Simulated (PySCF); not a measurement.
**A survey of 29Si NMR shifts**

- shieldings: GIAO PBE0/pcSseg-1
- geometry: GFN2-xTB
- program: PySCF 2.14
- isolated molecule, non-relativistic Hamiltonian, single conformer, rapidly exchanging positions averaged

Shieldings were converted by a linear fit to measured shifts: 29Si (scatter 8.9 ppm rms, 25.8 ppm with the 6 outliers that the fit left out vs TMS, solution or neat liquid). A few per cent of atoms miss by over 2 rms, more outside the fitted compound classes.

Question: Give the 29Si shifts of `C[Si@@]1(COC=O)CO[SiH2]O1`, `C#CC[Si](C)(C)O[SiH2]N`, `CC(=O)[Si@@H](C)[SiH2]CCl`, `C=C(Cl)CC[SiH2][SiH2]O`, `C=CC[Si@@](N)(C=C)[SiH2]O`.

Answer: 
```json
{"compound": "[CH3:1][Si@@:2]1([CH2:3][O:4][CH:5]=[O:6])[CH2:7][O:8][SiH2:9][O:10]1", "environment": "Si2: silicon bonded to 3 C, O, in a 5-membered ring", "δ (ppm)": "-18.6"}
{"compound": "[CH3:1][Si@@:2]1([CH2:3][O:4][CH:5]=[O:6])[CH2:7][O:8][SiH2:9][O:10]1", "environment": "Si9: silicon bonded to 2 O, 2 H, in a 5-membered ring", "δ (ppm)": "-19.9"}
{"compound": "[CH:1]#[C:2][CH2:3][Si:4]([CH3:5])([CH3:6])[O:7][SiH2:8][NH2:9]", "environment": "Si4: silicon bonded to 3 C, O", "δ (ppm)": "-1.3"}
{"compound": "[CH:1]#[C:2][CH2:3][Si:4]([CH3:5])([CH3:6])[O:7][SiH2:8][NH2:9]", "environment": "Si8: silicon bonded to N, O, 2 H", "δ (ppm)": "-35.2"}
{"compound": "[CH3:1][C:2](=[O:3])[Si@@H:4]([CH3:5])[SiH2:6][CH2:7][Cl:8]", "environment": "Si4: silicon bonded to 2 C, Si, H", "δ (ppm)": "-54.4"}
{"compound": "[CH3:1][C:2](=[O:3])[Si@@H:4]([CH3:5])[SiH2:6][CH2:7][Cl:8]", "environment": "Si6: silicon bonded to C, Si, 2 H", "δ (ppm)": "-59.9"}
{"compound": "[CH2:1]=[C:2]([Cl:3])[CH2:4][CH2:5][SiH2:6][SiH2:7][OH:8]", "environment": "Si7: silicon bonded to O, Si, 2 H", "δ (ppm)": "-24.6"}
{"compound": "[CH2:1]=[C:2]([Cl:3])[CH2:4][CH2:5][SiH2:6][SiH2:7][OH:8]", "environment": "Si6: silicon bonded to C, Si, 2 H", "δ (ppm)": "-77.0"}
{"compound": "[CH2:1]=[CH:2][CH2:3][Si@@:4]([NH2:5])([CH:6]=[CH2:7])[SiH2:8][OH:9]", "environment": "Si4: silicon bonded to 2 C, N, Si", "δ (ppm)": "-30.0"}
{"compound": "[CH2:1]=[CH:2][CH2:3][Si@@:4]([NH2:5])([CH:6]=[CH2:7])[SiH2:8][OH:9]", "environment": "Si8: silicon bonded to O, Si, 2 H", "δ (ppm)": "-32.2"}
```
